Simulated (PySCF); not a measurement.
H₂Si₂, SMILES [Si]=[SiH2] (connectivity only; charge and spin as stated), neutral, multiplicity 1.

Geometry optimised at TPSSh-D3(BJ)/def2-TZVP. The isomer is the one that the SMILES or the coordinates give; other isomers of the formula were not compared.

Calculation: M06-2X/def2-TZVPD (PySCF).

Isolated molecule, no solvent.

The total energy comes out as -580.04331 hartree, the point group is C2v and the highest occupied level is -6.63 eV. The lowest empty level is -2.63 eV. The orbital gap comes out as 4.00 eV. The dipole moment comes out as 0.12 D. The quadrupole, principal values (traceless, Buckingham form, about the centre of nuclear charge) comes out as -4.00, -0.23, 4.23 D·Å. The mean static polarisability comes out as 75.8 bohr³ (11.23 Å³) and the polarisability, principal values is 56.2, 65.4, 105.8 bohr³.
